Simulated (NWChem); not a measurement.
Species: C2H7BO; SMILES BOCC

```xyz
11

B     -0.1928     1.8107    -0.2613
H      0.2125     1.8588    -1.4069
H     -0.7515     2.7400     0.2731
O     -0.0298     0.6991     0.4666
C      0.5934    -0.4707    -0.0298
C     -0.3902    -1.6170    -0.0777
H      1.0195    -0.2708    -1.0289
H      1.4279    -0.7095     0.6499
H     -1.2038    -1.4099    -0.7894
H      0.1156    -2.5422    -0.3926
H     -0.8367    -1.7866     0.9133
```
Atoms are numbered in this order, from 1.

Program: NWChem. Pople sets run with spherical d functions. All runs use the structure optimised with PBE0/def2-SVP. Ions are spin-unrestricted doublets at the neutral geometry; other ion states weren't tried. Functional: LC-ωPBE (HJS hole) with 6-31G*; rows give the range parameter ω in 1/bohr.

```json
[
 {"range parameter (1/bohr)": "0.10", "vertical ionisation energy, ΔSCF (eV)": "10.38", "−ε(HOMO) (eV)": "8.25", "ΔSCF minus −ε(HOMO) (eV)": "2.13"},
 {"range parameter (1/bohr)": "0.25", "vertical ionisation energy, ΔSCF (eV)": "10.77", "−ε(HOMO) (eV)": "10.00", "ΔSCF minus −ε(HOMO) (eV)": "0.77"},
 {"range parameter (1/bohr)": "0.30", "vertical ionisation energy, ΔSCF (eV)": "10.92", "−ε(HOMO) (eV)": "10.44", "ΔSCF minus −ε(HOMO) (eV)": "0.48"},
 {"range parameter (1/bohr)": "0.60", "vertical ionisation energy, ΔSCF (eV)": "11.55", "−ε(HOMO) (eV)": "12.04", "ΔSCF minus −ε(HOMO) (eV)": "-0.49"},
 {"range parameter (1/bohr)": "0.80", "vertical ionisation energy, ΔSCF (eV)": "11.70", "−ε(HOMO) (eV)": "12.51", "ΔSCF minus −ε(HOMO) (eV)": "-0.81"}
]
```
